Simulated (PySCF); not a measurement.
## Shapes and spin states of Cd₂S

Level of theory: B3LYP/[S def2-SVP, Cd def2-SVP with ECP28], scalar-relativistic core potentials, density fitting, no spin–orbit coupling, PySCF.

Relaxations began from a few typed shapes and spin states; open shells are unrestricted. The search is not exhaustive: other isomers or separated fragments can lie lower, and high-lying points may rest on an excited occupation.

```tsv
spin	group	bonds	angles	imaginary modes (cm⁻¹)	ΔE (kJ/mol)	ΔE with ZPE (kJ/mol)
singlet	D∞h	S–Cd 2.435 Å (×2)	Cd–S–Cd 180.0°	none	0.0	0.0
triplet	C2v	S–Cd 2.500 Å (×2)	Cd–S–Cd 99.8°	none	5.0	5.1
triplet	D∞h	S–Cd 2.398 Å (×2)	Cd–S–Cd 180.0°	408i, 408i	88.8	–
```

The lowest minimum found is the singlet D∞h: S–Cd 2.435 Å (×2); Cd–S–Cd 180.0°.
